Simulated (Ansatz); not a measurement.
`CC[SiH](O)F` → `CCO` + `F[SiH]` at 500 K and 1 bar (silylene formation by 1,1-elimination).

Gas-phase electronic energies from Ansatz, PBE0-D4/def2-TZVP geometries. CCSD(T)/CBS is the MP2 limit (def2-TZVPP, def2-QZVPP) plus CCSD(T) − MP2 in def2-TZVPP, frozen cores. This one scheme is used for every species. Each species was taken in one conformer, which may not be the lowest.

```csv
species,CCSD(T)/CBS energy (Eh),H − E (kJ/mol),S (J/(mol·K))
`CC[SiH](O)F`,-544.49944,289.5,416.8
`CCO`,-154.88256,240.4,310.3
`F[SiH]`,-389.46371,40.7,260.3
```

H − E and S are ideal-gas, rigid-rotor, harmonic terms from PBE0-D4/def2-TZVP, for one conformer and one mirror image of each species. 1 Eh = 2625.50 kJ/mol, R = 8.31446 J/(mol·K).

**Question.** By hand: ΔE, ΔH, ΔS and ΔG.

**Answer.** ΔE = (-154.88256) + (-389.46371) − (-544.49944) = 0.15317 Eh = 402.1 kJ/mol. Δ(H − E) = 240.4 + 40.7 − 289.5 = -8.4, so ΔH = 393.7 kJ/mol. ΔS = 310.3 + 260.3 − 416.8 = 153.8 J/(mol·K). ΔG = 393.7 − 500 × (153.8)/1000 = 316.8 kJ/mol.

**Question.** By hand: the equilibrium constant, and the temperature at which ΔG would vanish if ΔH and ΔS stayed fixed.

**Answer.** log₁₀ K = −ΔG/(RT ln 10) = -33.1. ΔG = 0 at ΔH/ΔS = 2560 K, far beyond where these terms or the molecules hold.

The number of gas molecules changes by +1, which sets the sign of ΔS. A doubt of 5 kJ/mol in ΔE shifts log₁₀ K by 0.5 here. Other conformers and mirror images would add mixing entropy, several J/(mol·K) or more a flexible species. These are equilibria of isolated gas molecules and say nothing of rates. Largest T1 diagnostic: 0.015 (customary marks: 0.02 for closed shells, 0.045 for open ones).
